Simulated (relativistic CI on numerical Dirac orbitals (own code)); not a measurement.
**Ar⁷⁺: q coefficients and field-shift factors**

Method of calculation: Dirac-Coulomb-Breit CI, orbitals from a KLI potential per configuration, derivatives by finite differences, unscaled Slater integrals, QED left out (own radial code, finite nucleus).

Configuration list (outside the closed core [Ne]): 3s, 3p, 3d, 4s, 4p, 4d, 4f. Levels of other configurations are missing.

With x = (α/α₀)² − 1 an excitation energy changes as ω = ω₀ + qx; K = 2q/ω₀ is the relative enhancement. Terms are leading LS components, so labels can repeat. The field-shift factor is F = δν/δ⟨r²⟩ for the transition from the lowest level.

Lowest level 3s 2S_1/2.

```tsv
Level	ω₀ (cm⁻¹)	q (cm⁻¹)	F (GHz/fm²)
3p 2P°_1/2	140226	1317	-2.32
3p 2P°_3/2	142894	4007	-2.32
3d 2D_3/2	332758	4028	-2.07
3d 2D_5/2	332870	4140	-2.07
4s 2S_1/2	573264	2474	-0.899
4p 2P°_1/2	625681	2913	-1.72
4p 2P°_3/2	626665	3905	-1.72
4d 2D_3/2	694902	3943	-1.64
4d 2D_5/2	694956	3996	-1.63
4f 2F°_5/2	712998	3889	-1.58
4f 2F°_7/2	713026	3917	-1.58
```

At this charge configurations can still be misplaced by up to about 7 % of their energy.

Question: Which transition from the lowest level has the largest |K|?

Answer: 3p 2P°_3/2 at 142894 cm⁻¹, K = 0.0561.
